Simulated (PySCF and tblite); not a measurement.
Results of a calculation; reference values are marked as such.
**Dynamics report: ring inversion**

System: C₈H₁₀O, numbered as in [CH:1]#[C:2][C@@H:3]1[CH2:4][CH:5]=[CH:6][O:7][C@@H:8]1[CH3:9].

Motion: inversion of the 6-membered ring (3–4–5–6–7–8). The path came from a restrained scan, a climbing-image band and a saddle search at GFN2-xTB; energies are CAM-B3LYP/pcSseg-1 + D3(BJ), IEF-PCM benzene//GFN2-xTB, thermal terms GFN2-xTB. Rates follow Eyring's equation with the number of equivalent paths and no tunnelling. (PySCF 2.14 with density fitting, tblite 0.8.)

```csv
point,symmetry,E(GFN2) kcal/mol,E(DFT) kcal/mol,ZPE change kcal/mol,lowest mode cm⁻¹,dipole D
start (half-chair),C1,0.0,0.0,0.00,104,0.97
saddle (between boat and twist-boat),C1,8.1,10.0,-0.20,61i,0.90
end (half-chair),C1,0.9,-0.1,-0.20,88,1.51
```

| Item | Value |
| --- | --- |
| Electronic barrier | 10.0 kcal/mol |
| Barrier with zero-point energy | 9.8 kcal/mol |
| ΔH‡ (298 K) | 9.3 kcal/mol |
| ΔS‡ (298 K, symmetry apart) | -3.5 cal/(mol K) |
| Paths | 1 equivalent path |
| End point | a different minimum |
| Mean lifetime of the start against this motion at 298 K | 6.5 µs |
| Cost | 4.5 min on 1 thread of Arm Neoverse N1, on a host shared with other jobs (rough), peak memory 1.2 GiB, launched as `OMP_NUM_THREADS=1 python ens_run.py task.json out` |

```tsv
T/K	ΔG‡ kcal/mol	k s⁻¹	ΔG kcal/mol	k back s⁻¹
200	10.1	38	-0.3	18
250	10.2	5920	-0.3	3150
298	10.4	1.6×10⁵	-0.3	9×10⁴
350	10.5	1.9×10⁶	-0.3	1.2×10⁶
400	10.7	1.2×10⁷	-0.3	7.7×10⁶
```

ΔG and ΔG‡ leave out symmetry numbers and mirror images; rates count paths: 1 out, 1 back.
